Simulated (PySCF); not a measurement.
A calculated (revPBE, PySCF 2.14, x2c-QZVPPall, the spin-free X2C one-electron Hamiltonian (Gaussian nucleus)) atom or ion has these occupied shells.

```csv
shell,electrons,orbital energy (eV),"rms radius, mean of both spins (bohr)"
1s α,1,-87761.6,0.0181
1s β,1,-87761.6,0.0181
2s α,1,-15695.6,0.0731
2s β,1,-15695.6,0.0731
2p α,3,-13535.1,0.0673
2p β,3,-13535.1,0.0673
3s α,1,-3769.8,0.186
3s β,1,-3769.8,0.186
3p α,3,-3146.5,0.189
3p β,3,-3146.5,0.189
3d α,5,-2478.7,0.173
3d β,5,-2478.7,0.173
4s α,1,-854.54,0.408
4s β,1,-854.49,0.408
4p α,3,-648.91,0.436
4p β,3,-648.85,0.436
4d α,5,-402.23,0.463
4d β,5,-402.17,0.463
5s α,1,-144.78,0.905
5s β,1,-144.66,0.905
4f α,7,-133.98,0.497
4f β,7,-133.90,0.497
5p α,3,-87.544,1.04
5p β,3,-87.398,1.04
5d α,5,-22.538,1.40
5d β,5,-21.914,1.40
6s α,1,-13.657,2.44
6p α,3,-4.863,3.36
```

(1) Name the element and its charge.

## Answers

(1) Pb (lead, neutral), in [Xe] 4f14 5d10 6s1 6p3, high-spin 5S determinant (an excited configuration).
